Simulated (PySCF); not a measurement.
PySCF input:

```python
from pyscf import gto, scf, dft

mol = gto.M(
    atom='''
    N    -0.00000000   -0.00000000   -1.26217169
    C    -0.00000000   -0.00000000   -0.04055002
    O     0.00000000    0.00000000    1.13481274
    ''',
    basis='def2-tzvpd',
    charge=0,
    spin=1,
    symmetry='C2v',
    verbose=4,
)

mf = dft.UKS(mol, xc='pw6b95').density_fit(auxbasis='def2-universal-jkfit')
mf.grids.level = 3
mf.conv_tol = 1e-9
mf.max_cycle = 100
mf.max_memory = 1500
mf.kernel()
if not mf.converged:
    mf = mf.newton()
    mf.kernel(mf.make_rdm1())
mf.analyze()
```

Task: Predict the final energy.

Result: -168.26975 Eh (PW6B95/def2-TZVPD).

It need not be the lowest isomer of its formula.
